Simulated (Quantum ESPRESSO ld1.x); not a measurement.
Results of a calculation; reference values are marked as such.
The run below uses ld1.x (Quantum ESPRESSO 7.5).

```
 &input
    zed=7.0,
    iswitch=1,
    rel=0,
    dft='PZ',
    config='[He] 2s1',
    verbosity='high',
    prefix='ld1',
    max_out_wfc=37,
    file_charge='ld1.rho',
 /
```

Command: `OMP_NUM_THREADS=1 ld1.x < ld1.in > ld1.out`

It prints:

```
     Program LD1 v.7.5 starts

     --------------------------- All-electron run ----------------------------

     atomic number is  7.00
     dft =PZ   lsd =0 sic =0 latt =0  beta=0.20 tr2=1.0E-14
     Exchange-correlation= PZ
                           (   1   1   0   0   0   0   0)
     mesh =1695 r(mesh) = 100.09201 a.u. xmin = -7.00 dx = 0.00800
     1 Ry =  13.60569312 eV

     n l     nl                  e(Ry)          e(Ha)          e(eV)
     1 0     1S 1( 2.00)     -34.993377660     -17.496688830   -476.1091578
     2 0     2S 1( 1.00)      -6.406523415      -3.203261708    -87.1651916

     final scf error:  1.7E-15 reached in  11 iterations

     Etot =     -95.748398 Ry,     -47.874199 Ha,   -1302.723320 eV

     Ekin =      95.432375 Ry,      47.716188 Ha,    1298.423613 eV
     Encl =    -204.846428 Ry,    -102.423214 Ha,   -2787.077630 eV
     Eh   =      22.041859 Ry,      11.020929 Ha,     299.894767 eV
     Exc  =      -8.376205 Ry,      -4.188102 Ha,    -113.964070 eV

     normalization and overlap integrals

     s(1S/1S) =  1.000000  <r> =   0.2297  <r2> =    0.0712  r(max) =   0.1487
     s(1S/2S) = -0.000000
     s(2S/2S) =  1.000000  <r> =   1.0572  <r2> =    1.3080  r(max) =   0.8995

     ------------------------ End of All-electron run ------------------------
```

Run on one thread of a shared host, so times are rough (Intel(R) Xeon(R) Processor @ 2.60GHz): 0.47 s of CPU time, 0.49 s wall, 11 iterations on 1695 mesh points.
